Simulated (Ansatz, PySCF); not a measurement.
trifluoroacetic acid anion (C2HF3O2), SMILES O=C(O)C(F)(F)F (connectivity only; charge and spin as stated), charge -1, multiplicity 2. Atoms are numbered in the order given.

```xyz
8

O      1.2661    -0.6771     0.7316
C      0.5539     0.4290     0.1531
O      1.1528     1.1403    -0.7138
C     -0.8687     0.0449    -0.0318
F     -1.4191    -0.5693     1.0572
F     -1.6524     1.1142    -0.3209
F     -1.1409    -0.8613    -1.0829
H      2.1026    -0.6435     0.2444
```
Charge -1, spin multiplicity 2.

The structure is a stationary point at r2SCAN-D4/def2-SVPD. The multiplicity is an assumed one; no other spin state was optimised. One conformer was computed; it need not be the lowest.

Two levels are set side by side: PBE-D3(BJ)/def2-SVPD (Ansatz, an electronic-structure program) and r2SCAN-D4/def2-SVPD (Ansatz). Each level has its own optimised geometry; the coordinates shown are those of the second. Frequencies come from the Hessian of PySCF at each geometry. Differences are taken from unrounded values.

```
quantity                            r2SCAN-D4
----------------------------------  ---------
mean bond length (Å)                    1.328
bond O1–C2 (Å)                          1.437
bond C2–O3 (Å)                          1.271
bond C2–C4 (Å)                          1.485
bond C4–F5 (Å)                          1.366
bond C4–F6 (Å)                          1.357
bond C4–F7 (Å)                          1.414
bond O1–H8 (Å)                          0.969
highest harmonic wavenumber (cm⁻¹)       3746
mean harmonic wavenumber (cm⁻¹)           841
zero-point energy (kcal/mol)            21.64
```

Q: What does PBE-D3(BJ) give, and how far is it from r2SCAN-D4? (Estimate from the structure and the level; the computed values follow.)

A: 
| quantity | PBE-D3(BJ) | PBE-D3(BJ) minus r2SCAN-D4 |
|---|---|---|
| mean bond length (Å) | 1.350 | 0.021 |
| bond O1–C2 (Å) | 1.419 | -0.018 |
| bond C2–O3 (Å) | 1.266 | -0.006 |
| bond C2–C4 (Å) | 1.443 | -0.042 |
| bond C4–F5 (Å) | 1.369 | 0.003 |
| bond C4–F6 (Å) | 1.359 | 0.002 |
| bond C4–F7 (Å) | 1.619 | 0.205 |
| bond O1–H8 (Å) | 0.976 | 0.007 |
| highest harmonic wavenumber (cm⁻¹) | 3683 | -63 |
| mean harmonic wavenumber (cm⁻¹) | 810 | -31 |
| zero-point energy (kcal/mol) | 20.84 | -0.80 |
